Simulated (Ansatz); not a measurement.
[CeF6]3- (CeF₆³⁻), relaxed as a doublet with UKS r2SCAN-D4/def2-SVP in Ansatz, starting from the GFN2-xTB geometry. Force threshold 0.02 eV/Å.

In the def2 sets Ce takes a core potential; there is no spin–orbit coupling. With an open 4f shell the SCF may have ended on a state above the lowest. A multiply charged anion in the gas phase is held together partly by the finite basis. Removing one electron lowers the energy by 7.45 eV at PBE0-D4/def2-TZVP, so it isn't bound. The highest occupied level of the charge -3 doublet lies above zero (up to 8.93 eV). By energy differences it is unbound by 7.63 eV (vertical, to the charge -2 singlet, at PBE-QIDH/def2-TZVP) and held by the finite basis. The relaxation made no stability test and no search for a lower SCF solution. No other spin state of charge -3 was run.

Start:

```xyz
7

Ce    0.000    0.000    0.002
F     0.153    0.255    2.316
F    -0.144   -0.233   -2.312
F     0.960   -2.117    0.148
F    -0.963    2.110   -0.150
F     2.119    0.936   -0.240
F    -2.124   -0.951    0.237
```

```
step  energy (eV)  largest force component (eV/Å)  SCF passes
   1  -29213.8564                           1.085         127
   2  -29214.5003                           0.385          40
   3  -29214.5077                           0.250          22
   4  -29214.5184                           0.019          21
```

Force components are those of the run's own axes.

End:

```tsv
atom	x (Å)	y (Å)	z (Å)
Ce1	0.0000	0.0000	0.0000
F2	0.1414	0.2229	2.1470
F3	-0.1409	-0.2205	-2.1475
F4	0.8919	-1.9656	0.1448
F5	-0.8932	1.9650	-0.1444
F6	1.9659	0.8757	-0.2196
F7	-1.9651	-0.8775	0.2197
```

By distances, no bond broke or formed. The bond that changes most is Ce1–F7, from 2.34 to 2.16 Å (atoms count from 1).

No frequencies were taken in this run, so the end may be a saddle point.

Run time 29 s (4 threads of Intel Xeon Platinum 8375C on a shared host).
